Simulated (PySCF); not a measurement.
**Ionisation energy of B⁺ by level of theory**

B⁺ [He] 2s2 (1S) → B²⁺ [He] 2s1 (2S), as a difference of total energies. Computed with PySCF 2.14 in aug-cc-pwCVTZ (7s6p4d2f, 59 functions), with no relativity, point nucleus. Correlated levels: valence: 1s2 frozen; valence and next inner shell: nothing frozen. The calculations carry no spin-orbit coupling.

```json
{"method": "UHF", "ionisation energy (eV)": "23.442", "error (eV)": "-1.713"}
{"method": "LDA", "ionisation energy (eV)": "24.554", "error (eV)": "-0.601"}
{"method": "PBE", "ionisation energy (eV)": "24.607", "error (eV)": "-0.548"}
{"method": "PBE0", "ionisation energy (eV)": "24.563", "error (eV)": "-0.592"}
{"method": "r2SCAN", "ionisation energy (eV)": "24.260", "error (eV)": "-0.895"}
{"method": "HSE06", "ionisation energy (eV)": "24.558", "error (eV)": "-0.597"}
{"method": "BHandHLYP", "ionisation energy (eV)": "24.560", "error (eV)": "-0.595"}
{"method": "CAM-B3LYP", "ionisation energy (eV)": "24.738", "error (eV)": "-0.417"}
{"method": "wB97X", "ionisation energy (eV)": "24.271", "error (eV)": "-0.884"}
{"method": "MP2 (valence)", "ionisation energy (eV)": "24.455", "error (eV)": "-0.700"}
{"method": "SCS-MP2 (valence)", "ionisation energy (eV)": "24.658", "error (eV)": "-0.497"}
{"method": "MP2 (valence and next inner shell)", "ionisation energy (eV)": "24.508", "error (eV)": "-0.647"}
{"method": "SCS-MP2 (valence and next inner shell)", "ionisation energy (eV)": "24.703", "error (eV)": "-0.452"}
```

Reference: 25.155 eV (measured; NIST Atomic Spectra Database, ionization energies).

Errors of the correlated levels include the incompleteness of this basis and the frozen core.

MP2 underrates the near-degeneracy of ns² with np² in the lower species.
